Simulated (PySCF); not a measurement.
C$_{5}$H$_{11}$O$_{2}$, charge +1, singlet, at a GFN2-xTB geometry, with bond 17-6 at 3.0 times its length; PySCF with PBE0/STO-3G.

Input for PySCF:
```python
from pyscf import gto, scf, dft

mol = gto.M(
    atom='''
C    -1.111225   -0.172881   -1.333807
C    -0.570103   -0.169962    0.119856
C    -1.336952    0.852393    0.959214
C    -0.664673   -1.575676    0.713836
C     0.853973    0.243091   -0.065745
O     1.125764    1.489891   -0.060544
O     1.722929   -0.666886   -0.278505
H    -0.581376   -0.889988   -1.955304
H    -2.156520   -0.466599   -1.291276
H    -1.053483    0.815118   -1.782988
H    -2.377516    0.549986    1.022781
H    -1.295530    1.843415    0.517408
H    -0.937036    0.901526    1.968195
H    -0.244187   -1.600832    1.715310
H    -1.709248   -1.863595    0.778867
H    -0.146921   -2.305008    0.098174
H     3.864282    2.374476   -0.623849
H     2.647558   -0.414606   -0.470577
''',
    basis='sto-3g',
    charge=1,
    spin=0,
    verbose=4,
)

mf = dft.RKS(mol)
mf.xc = 'pbe0'
mf.kernel()
mo_i, mo_e, stable_i, stable_e = mf.stability(internal=True, external=True, return_status=True, nroots=6, tol=1e-6)
print('internally stable:', stable_i, ' externally stable:', stable_e)
if not stable_e:
    umf = mf.to_uhf() if not hasattr(mf, 'xc') else mf.to_uks()
    umf.scf_summary = {}
    umf.kernel(umf.make_rdm1(mo_e, umf.mo_occ))
```

The log (banner, timings and long lists left out):

```
PySCF version 2.14.0

[INPUT] verbose = 4
[INPUT] num. atoms = 18
[INPUT] num. electrons = 56
[INPUT] charge = 1
[INPUT] spin (= nelec alpha-beta = 2S) = 0
[INPUT] symmetry False subgroup None
[INPUT] Mole.unit = angstrom
[INPUT] Symbol           X                Y                Z      unit          X                Y                Z       unit  Magmom
[...]
nuclear repulsion = 337.817050957786
number of shells = 32
number of NR pGTOs = 138
number of NR cGTOs = 46
basis = sto-3g
ecp = {}

******** <class 'pyscf.dft.rks.RKS'> ********
method = RKS
initial guess = minao
damping factor = 0
level_shift factor = 0
DIIS = <class 'pyscf.scf.diis.CDIIS'>
diis_start_cycle = 1
diis_space = 8
diis_damp = 0
SCF conv_tol = 1e-09
SCF conv_tol_grad = None
SCF max_cycles = 50
direct_scf = True
direct_scf_tol = 1e-13
XC library pyscf.dft.libxc version 7.1.2
    S. Lehtola, C. Steigemann, M. J. T. Oliveira, and M. A. L. Marques,  SoftwareX 7, 1–5 (2018)
XC functionals = pbe0
    C. Adamo and V. Barone,  J. Chem. Phys. 110, 6158 (1999)
    M. Ernzerhof and G. E. Scuseria,  J. Chem. Phys. 110, 5029 (1999)
radial grids:
    Treutler-Ahlrichs [JCP 102, 346 (1995); DOI:10.1063/1.469408] (M4) radial grids

becke partition: Becke, JCP 88, 2547 (1988); DOI:10.1063/1.454033
pruning grids: <function nwchem_prune>
grids dens level: 3
symmetrized grids: False
atomic radii adjust function: <function treutler_atomic_radii_adjust>
small_rho_cutoff = 0
Set gradient conv threshold to 3.16228e-05
Initial guess from minao.
tot grids = 206648
init E= -343.507321674127
cycle= 1 E= -341.996772289975  delta_E= 1.51  |g|= 0.76  |ddm|= 5.15
cycle= 2 E= -340.116283053283  delta_E= 1.88  |g|= 2.03  |ddm|= 3.74
cycle= 3 E= -342.081698434898  delta_E= -1.97  |g|= 0.651  |ddm|=  3.5
cycle= 4 E= -341.638862766634  delta_E= 0.443  |g|= 0.806  |ddm|= 2.77
cycle= 5 E= -342.227330641414  delta_E= -0.588  |g|= 0.253  |ddm|= 2.59
cycle= 6 E= -342.13131835804  delta_E= 0.096  |g|= 0.654  |ddm|= 1.88
cycle= 7 E= -341.653991513066  delta_E= 0.477  |g|= 0.802  |ddm|=  1.1
cycle= 8 E= -341.668217975232  delta_E= -0.0142  |g|= 0.802  |ddm|= 0.0374
cycle= 9 E= -341.681113272055  delta_E= -0.0129  |g|= 0.804  |ddm|= 0.0535
cycle= 10 E= -341.670964713323  delta_E= 0.0101  |g|= 0.802  |ddm|= 0.0504
cycle= 11 E= -341.642341217701  delta_E= 0.0286  |g|= 0.777  |ddm|= 0.101
cycle= 12 E= -341.848350932956  delta_E= -0.206  |g|= 0.809  |ddm|=  0.5
cycle= 13 E= -341.850483226451  delta_E= -0.00213  |g|= 0.805  |ddm|= 0.0253
cycle= 14 E= -342.296343041215  delta_E= -0.446  |g|= 0.26  |ddm|= 1.94
cycle= 15 E= -342.265984786744  delta_E= 0.0304  |g|= 0.265  |ddm|= 0.331
cycle= 16 E= -342.202725971237  delta_E= 0.0633  |g|= 0.542  |ddm|= 1.46
cycle= 17 E= -342.22750230842  delta_E= -0.0248  |g|= 0.469  |ddm|= 0.108
cycle= 18 E= -342.31925549384  delta_E= -0.0918  |g|= 0.172  |ddm|= 0.468
cycle= 19 E= -342.333339080283  delta_E= -0.0141  |g|= 0.0108  |ddm|= 0.293
cycle= 20 E= -342.333395449304  delta_E= -5.64e-05  |g|= 0.0012  |ddm|= 0.0195
cycle= 21 E= -342.333369485166  delta_E= 2.6e-05  |g|= 0.00725  |ddm|= 0.0107
cycle= 22 E= -342.333396076714  delta_E= -2.66e-05  |g|= 0.000141  |ddm|= 0.012
cycle= 23 E= -342.333396028017  delta_E= 4.87e-08  |g|= 0.00034  |ddm|= 0.000828
cycle= 24 E= -342.333396087393  delta_E= -5.94e-08  |g|= 3.66e-06  |ddm|= 0.000583
cycle= 25 E= -342.333396087396  delta_E= -3.64e-12  |g|= 1.04e-05  |ddm|= 4.79e-05
Extra cycle  E= -342.333396080239  delta_E= 7.16e-09  |g|= 0.000122  |ddm|= 0.000215
converged SCF energy = -342.333396080239
rhf_internal: lowest eigs of H = [0.19317012 0.29218304 0.29890263 0.37292806 0.43125604 0.49325769]
<class 'pyscf.dft.rks.RKS'> wavefunction is stable in the internal stability analysis
rhf_real2complex: lowest eigs of H = [0.01569414 0.03059415 0.06649855 0.07110343 0.08339797 0.10587703]
<class 'pyscf.dft.rks.RKS'> wavefunction is stable in the real -> complex stability analysis
[...]
<class 'pyscf.dft.rks.RKS'> wavefunction has an RHF/RKS -> UHF/UKS instability
internally stable: True  externally stable: False
[...]
grids dens level: 3
symmetrized grids: False
atomic radii adjust function: <function treutler_atomic_radii_adjust>
small_rho_cutoff = 0
Set gradient conv threshold to 3.16228e-05
init E= -342.306674824826
cycle= 1 E= -341.415830507304  delta_E= 0.891  |g|= 0.704  |ddm|= 1.69
cycle= 2 E= -341.220216971238  delta_E= 0.196  |g|=  1.1  |ddm|= 2.65
cycle= 3 E= -342.050963466497  delta_E= -0.831  |g|= 0.42  |ddm|= 1.41
cycle= 4 E= -342.161316247044  delta_E= -0.11  |g|= 0.205  |ddm|= 0.45
cycle= 5 E= -341.51666008372  delta_E= 0.645  |g|= 0.544  |ddm|= 2.04
cycle= 6 E= -341.632453317851  delta_E= -0.116  |g|= 0.563  |ddm|= 0.269
cycle= 7 E= -341.611648870463  delta_E= 0.0208  |g|= 0.557  |ddm|= 0.0444
cycle= 8 E= -341.53212942141  delta_E= 0.0795  |g|= 0.544  |ddm|= 0.204
cycle= 9 E= -341.513353763334  delta_E= 0.0188  |g|= 0.558  |ddm|= 0.106
cycle= 10 E= -341.515352319792  delta_E= -0.002  |g|= 0.556  |ddm|= 0.0718
cycle= 11 E= -341.562589702115  delta_E= -0.0472  |g|= 0.595  |ddm|= 0.191
cycle= 12 E= -341.507687409561  delta_E= 0.0549  |g|= 0.568  |ddm|= 0.172
cycle= 13 E= -341.921925096792  delta_E= -0.414  |g|= 0.533  |ddm|= 2.19
cycle= 14 E= -342.14450522235  delta_E= -0.223  |g|= 0.236  |ddm|= 0.608
cycle= 15 E= -341.49934558039  delta_E= 0.645  |g|= 0.59  |ddm|= 2.05
cycle= 16 E= -341.49849970032  delta_E= 0.000846  |g|= 0.572  |ddm|= 0.147
cycle= 17 E= -341.464522148932  delta_E= 0.034  |g|= 0.588  |ddm|= 0.149
cycle= 18 E= -341.473315287036  delta_E= -0.00879  |g|= 0.585  |ddm|= 0.0495
cycle= 19 E= -341.474580294361  delta_E= -0.00127  |g|= 0.584  |ddm|= 0.0537
cycle= 20 E= -341.474233979707  delta_E= 0.000346  |g|= 0.585  |ddm|= 0.0307
cycle= 21 E= -341.494097653251  delta_E= -0.0199  |g|= 0.573  |ddm|= 0.0525
cycle= 22 E= -342.206826043893  delta_E= -0.713  |g|= 0.158  |ddm|= 1.98
cycle= 23 E= -341.677723869135  delta_E= 0.529  |g|= 0.586  |ddm|= 1.86
cycle= 24 E= -341.587104461066  delta_E= 0.0906  |g|= 0.584  |ddm|= 0.171
cycle= 25 E= -341.584701647348  delta_E= 0.0024  |g|= 0.58  |ddm|= 0.0473
cycle= 26 E= -341.621179399126  delta_E= -0.0365  |g|= 0.587  |ddm|= 0.0879
cycle= 27 E= -341.597997934378  delta_E= 0.0232  |g|= 0.579  |ddm|= 0.0578
cycle= 28 E= -341.556087567611  delta_E= 0.0419  |g|= 0.577  |ddm|= 0.111
cycle= 29 E= -341.587564847385  delta_E= -0.0315  |g|= 0.579  |ddm|= 0.0681
cycle= 30 E= -341.556614310118  delta_E= 0.031  |g|= 0.577  |ddm|= 0.102
cycle= 31 E= -341.760187290095  delta_E= -0.204  |g|= 0.706  |ddm|= 2.27
cycle= 32 E= -342.105565404127  delta_E= -0.345  |g|= 0.313  |ddm|= 0.758
cycle= 33 E= -342.286142044496  delta_E= -0.181  |g|= 0.143  |ddm|= 0.828
cycle= 34 E= -341.602748481434  delta_E= 0.683  |g|= 0.555  |ddm|= 1.73
cycle= 35 E= -341.720508412173  delta_E= -0.118  |g|= 0.58  |ddm|= 0.235
cycle= 36 E= -341.65435646451  delta_E= 0.0662  |g|= 0.561  |ddm|= 0.129
cycle= 37 E= -341.636735610537  delta_E= 0.0176  |g|= 0.553  |ddm|= 0.0892
cycle= 38 E= -341.631791469498  delta_E= 0.00494  |g|= 0.547  |ddm|= 0.0221
cycle= 39 E= -341.615059545614  delta_E= 0.0167  |g|= 0.55  |ddm|= 0.0444
cycle= 40 E= -341.675388599999  delta_E= -0.0603  |g|= 0.559  |ddm|= 0.143
cycle= 41 E= -341.657881827733  delta_E= 0.0175  |g|= 0.553  |ddm|= 0.0834
cycle= 42 E= -341.783314798032  delta_E= -0.125  |g|= 0.664  |ddm|= 2.21
cycle= 43 E= -342.131566419375  delta_E= -0.348  |g|= 0.254  |ddm|= 0.789
cycle= 44 E= -342.264560354499  delta_E= -0.133  |g|= 0.176  |ddm|= 0.709
cycle= 45 E= -341.642011691513  delta_E= 0.623  |g|= 0.565  |ddm|= 1.74
cycle= 46 E= -341.713372549598  delta_E= -0.0714  |g|= 0.591  |ddm|= 0.154
cycle= 47 E= -341.635019776761  delta_E= 0.0784  |g|= 0.56  |ddm|= 0.176
cycle= 48 E= -341.620653233028  delta_E= 0.0144  |g|= 0.549  |ddm|= 0.0786
cycle= 49 E= -341.625451064177  delta_E= -0.0048  |g|= 0.556  |ddm|= 0.0386
cycle= 50 E= -341.62018091482  delta_E= 0.00527  |g|= 0.555  |ddm|= 0.0171
SCF not converged.
SCF energy = -341.62018091482 after 50 cycles  <S^2> = 0.015550862  2S+1 = 1.0306325
```

The run did not converge; its last values are not results.
